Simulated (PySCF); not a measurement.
Ge(F)2(SeH)2 (F2GeH2Se2), SMILES [SeH][Ge]([SeH])([F])[F]. The structure is a stationary point at B3LYP-D3(BJ)/def2-SVP. The values are those of a single conformer.

Computed equilibrium geometry at B3LYP-D3(BJ)/def2-SVP (PySCF confirms it by a frequency run) as bond lengths and angles, and its point group (one conformer of several):
point group C2.
Atoms: F1 Ge2 F3 Se4 Se5 H6 H7. Bonded distances (Å): F1–Ge2 1.737, Ge2–F3 1.737, Ge2–Se4 2.343, Ge2–Se5 2.343, Se4–H6 1.477, Se5–H7 1.477. Bond angles (°): F1–Ge2–F3 103.6, F1–Ge2–Se4 104.4, F1–Ge2–Se5 113.1, F3–Ge2–Se4 113.1, F3–Ge2–Se5 104.4, Se4–Ge2–Se5 117.6, Ge2–Se4–H6 90.7, Ge2–Se5–H7 90.7.
